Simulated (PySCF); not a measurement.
Mg(Br)(OSiH3) (BrH3MgOSi), SMILES [SiH3][O][Mg][Br]. Atoms are numbered in the order given.

```xyz
7

Mg     0.0000     0.0000    -0.1073
Br     0.0000     0.0000     2.2361
O      0.0000     0.0000    -1.8982
Si     0.0000     0.0000    -3.5392
H      1.2099    -0.6985    -4.0809
H      0.0000     1.3970    -4.0809
H     -1.2099    -0.6985    -4.0809
```

Geometry: r2SCAN-D4/def2-SVP. The structure was generated by enumeration; whether it is a known compound was not checked. The values are those of a single conformer.

All values below come from PBE0/pcSseg-1 (PySCF).

GIAO shieldings, no solvent; atoms alike by connectivity are averaged. δ = σ(ref) − σ: ¹⁷O against H2O (σ = 334.2 ppm); ²⁹Si against TMS (σ = 352.7 ppm); ¹H against TMS (σ = 31.56 ppm), references at their B3LYP-D3(BJ)/def2-TZVP geometries, non-relativistic (without spin–orbit terms, shifts of atoms bonded to Cl or Br come out too high).

```json
[
 {"nucleus": "¹⁷O", "atoms": "O3", "count": "1", "δ (ppm)": "-18.4"},
 {"nucleus": "²⁹Si", "atoms": "Si4", "count": "1", "δ (ppm)": "-41.2"},
 {"nucleus": "¹H", "atoms": "H5, H6, H7", "count": "3", "δ (ppm)": "5.43"}
]
```
